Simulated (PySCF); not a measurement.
SMILES [SiH3]c1ccccc1-c1ccco1 (C10H10OSi) at its GFN2-xTB optimised geometry (Å):

```
22

Si    -2.0681    -1.0543    -0.0017
C     -1.0282     0.5249     0.0000
C     -1.6740     1.7560     0.0005
C     -0.9779     2.9509     0.0007
C      0.4076     2.9368     0.0003
C      1.0781     1.7309     0.0000
C      0.3746     0.5249     0.0000
C      1.1066    -0.7248     0.0005
C      2.4510    -1.0095    -0.0071
C      2.5614    -2.4178    -0.0015
C      1.2866    -2.8947     0.0091
O      0.4096    -1.8804     0.0104
H     -3.4651    -0.5931    -0.0092
H     -1.8633    -1.8321    -1.2233
H     -1.8746    -1.8283     1.2240
H     -2.7545     1.7772     0.0006
H     -1.5117     3.8902     0.0012
H      0.9622     3.8638     0.0004
H      2.1572     1.7173     0.0002
H      3.2636    -0.3128    -0.0161
H      3.4651    -2.9924    -0.0049
H      0.8893    -3.8902     0.0164
```

Computed with CAM-B3LYP/def2-SVP run with PySCF. Cells within 0.4 Å of a nucleus heavier than hydrogen are left out (blank, or x).

Map of the deformation density (molecule minus spherical neutral atoms) (e/bohr³) on the plane z = 0.0 Å:

```
|22222222222222222222222222222|
|22222222222222222222222222222|
|22222222222222222222222222222|
|22222222222222222222222222222|
|22222222221221222122222222222|
|22222222224731148322222222222|
|22222222224943368322222222222|
|22222222212xx99x4112222222222|
|222222222149x44x7212222222222|
|2222222254x820149443222222222|
|2222221298xx1002xx98122222222|
|22222222336831159443222222222|
|222222221138x54x6211222222222|
|22222222112xx8xx3111222222222|
|22222223225733267211232122222|
|2222225532452113xx42494122222|
|222222662x221101xx9xx63222222|
|222222332x2111136134x21222222|
|222222211121127x2003831222222|
|222222211222225x5114x32222222|
|22222222222222125x89x85222222|
|22222222222222113x65278122222|
|22222222222222228711122122222|
|22222222222222228521222222222|
|22222222222222211222222222222|
|22222222222222222222222222222|
|22222222222222222222222222222|
|22222222222222222222222222222|
|22222222222222222222222222222|
```
Scale: ten equal steps from -0.037 (start of '0') to 0.107 (end of '9'), in the order '0123456789'; x runs from -6.00 to 6.00, y from -6.00 (bottom) to 6.00 (top).
